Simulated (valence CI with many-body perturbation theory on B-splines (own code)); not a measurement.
Ni VII in brief

Calculated by relativistic CI+MBPT: four valence electrons over a frozen Dirac-Fock core [Ar], a basis of 7 s, 7 p, 8 d, 6 f, 4 g, 1 h functions for each j, with the one-electron correlation potential Σ1, the two-electron term Σ2, the three-electron term Σ3, Breit, model QED; selected CI, second order for the rest, scaled by the run's own slope (own B-spline code, finite nucleus).

Against 16 measured levels this calculation errs by 492 cm⁻¹ on average and by 1294 at most. These come from a selection out of Corliss and Sugar, J. Phys. Chem. Ref. Data 10, 197 (1981). Levels without a partner in it may be off by more, other configurations by 1,000 to 8,000 cm⁻¹. Only levels of the ground parity were solved; by the run's estimate the other parity begins above the list, which can be wrong where configurations are misplaced.

Rates and lifetimes use the calculated energies. Strong lines usually hold to 10 to 20 %, long lifetimes can be off by a factor of two.

(1) What is the ground level?

(2) What is the ionisation energy?

(3) How is the term ⁵D of the ground level split?

(4) How well does LS coupling describe the low levels?

(5) Name the longest-lived excited levels whose lifetime is computed, and their main decay.

Answers

(1) 3d⁴ ⁵D_0, composition 99 % 3d⁴ ⁵D.

(2) 132.44 eV; NIST lists 132 ± 2 eV (theoretical).

(3) J = 0 at 0.0, J = 1 at 278, J = 2 at 799, J = 3 at 1510, J = 4 at 2374 cm⁻¹.

(4) Among the lowest 20 levels the leading LS term, summed over configurations, holds 97 % on average. For single configurations the figures are 96 % in LS and 52 % in jj coupling. Terms mix most in the J = 4 level at 34241 cm⁻¹, where the leading one holds 88 %.

(5) 3d⁴ ⁵D_1 at 278 cm⁻¹ lives 861 s, mostly by M1 to 3d⁴ ⁵D_0.
